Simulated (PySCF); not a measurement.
silicon monosulfide (SSi), singlet, geometry from GFN2-xTB; SVWN5/cc-pVDZ in PySCF.

PySCF was given this input:
```python
from pyscf import gto, scf, dft

mol = gto.M(
    atom='''
Si   -0.00000000   -0.00000000   -1.06660351
S     0.00000000    0.00000000    0.93327807
''',
    basis='cc-pvdz',
    verbose=4,
)

mf = dft.RKS(mol)
mf.xc = 'lda,vwn'
mf.conv_tol = 1e-4
mf.kernel()
```

What the program printed (banner, timings and long lists left out):

```
PySCF version 2.14.0

[INPUT] verbose = 4
[INPUT] num. atoms = 2
[INPUT] num. electrons = 30
[INPUT] charge = 0
[INPUT] spin (= nelec alpha-beta = 2S) = 0
[INPUT] symmetry False subgroup None
[INPUT] Mole.unit = angstrom
[INPUT] Symbol           X                Y                Z      unit          X                Y                Z       unit  Magmom
[INPUT]  1 Si     0.000000000000   0.000000000000  -1.066603510000 AA    0.000000000000   0.000000000000  -2.015588517400 Bohr   0.0
[INPUT]  2 S      0.000000000000   0.000000000000   0.933278070000 AA    0.000000000000   0.000000000000   1.763639950363 Bohr   0.0

nuclear repulsion = 59.2713570800927
number of shells = 10
number of NR pGTOs = 82
number of NR cGTOs = 36
basis = cc-pvdz
ecp = {}

******** <class 'pyscf.dft.rks.RKS'> ********
method = RKS
initial guess = minao
damping factor = 0
level_shift factor = 0
DIIS = <class 'pyscf.scf.diis.CDIIS'>
diis_start_cycle = 1
diis_space = 8
diis_damp = 0
SCF conv_tol = 0.0001
SCF conv_tol_grad = None
SCF max_cycles = 50
direct_scf = True
direct_scf_tol = 1e-13
XC library pyscf.dft.libxc version 7.1.2
    S. Lehtola, C. Steigemann, M. J. T. Oliveira, and M. A. L. Marques,  SoftwareX 7, 1–5 (2018)
XC functionals = lda,vwn
    P. A. M. Dirac,  Math. Proc. Cambridge Philos. Soc. 26, 376 (1930)
    F. Bloch,  Z. Phys. 57, 545 (1929)
    S. H. Vosko, L. Wilk, and M. Nusair,  Can. J. Phys. 58, 1200 (1980)
radial grids:
    Treutler-Ahlrichs [JCP 102, 346 (1995); DOI:10.1063/1.469408] (M4) radial grids

becke partition: Becke, JCP 88, 2547 (1988); DOI:10.1063/1.454033
pruning grids: <function nwchem_prune>
grids dens level: 3
symmetrized grids: False
atomic radii adjust function: <function treutler_atomic_radii_adjust>
small_rho_cutoff = 0
Set gradient conv threshold to 0.01
Initial guess from minao.
tot grids = 38064
init E= -685.219127963951
  HOMO = -0.270140186090119  LUMO = -0.118731032115523  gap/eV = 4.12005
cycle= 1 E= -685.098824805499  delta_E= 0.12  |g|= 0.431  |ddm|= 1.37
  HOMO = -0.210713477392225  LUMO = -0.0779440697147474  gap/eV = 3.61284
cycle= 2 E= -683.530884466893  delta_E= 1.57  |g|= 1.81  |ddm|= 2.15
  HOMO = -0.243986805933369  LUMO = -0.109630691430271  gap/eV = 3.65602
cycle= 3 E= -685.177892449238  delta_E= -1.65  |g|= 0.0456  |ddm|= 1.82
  HOMO = -0.260163749034464  LUMO = -0.124245126770398  gap/eV = 3.69853
cycle= 4 E= -685.178085722218  delta_E= -0.000193  |g|= 0.0438  |ddm|= 0.145
  HOMO = -0.255935844616883  LUMO = -0.12047296279114  gap/eV = 3.68613
cycle= 5 E= -685.178907513628  delta_E= -0.000822  |g|= 0.00923  |ddm|= 0.0485
  HOMO = -0.255702964114619  LUMO = -0.120389644014621  gap/eV = 3.68206
cycle= 6 E= -685.178940132531  delta_E= -3.26e-05  |g|= 0.00441  |ddm|= 0.0102
  HOMO = -0.255812993066335  LUMO = -0.120093180761631  gap/eV = 3.69312
Extra cycle  E= -685.178815386529  delta_E= 0.000125  |g|= 0.0181  |ddm|= 0.0219
converged SCF energy = -685.178815386529
```
